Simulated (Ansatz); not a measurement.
The cluster Al₂Cu. Charge 0, multiplicity 4. Geometry PBE0-D4/def2-TZVP; atoms count from 1.

```xyz
3

Al    1.3166   -0.7567   -0.0162
Al   -0.3917    1.2390   -0.7860
Cu   -0.9249   -0.4823    0.8022
```

At PBE0-D4/def2-TZVP a doublet of charge 0 lies 0.90 eV below the quartet, each at its own geometry. The structure comes from a short search, and lower isomers may exist.

**Question.** Estimate the Mulliken populations from the PBE0/def2-TZVP orbitals of Ansatz.

**Answer.** 
| atom | charge (e) | spin (α − β) | d electrons |
| --- | --- | --- | --- |
| Al1 | -0.04 | 1.21 | – |
| Al2 | -0.04 | 1.21 | – |
| Cu3 | 0.08 | 0.58 | 9.86 |
Mulliken values depend strongly on the basis.

**Question.** Where does the spin sit?

**Answer.** Summed by element: Al 2.42, Cu 0.58, of 3 unpaired in all. Largest on single atoms: Al1 1.21, Al2 1.21, Cu3 0.58.

**Question.** And the Mayer bond orders between heavy atoms (over 0.3)?

**Answer.** Al1–Cu3 0.72 (2.40 Å); Al2–Cu3 0.72 (2.40 Å); Al1–Al2 1.08 (2.74 Å).
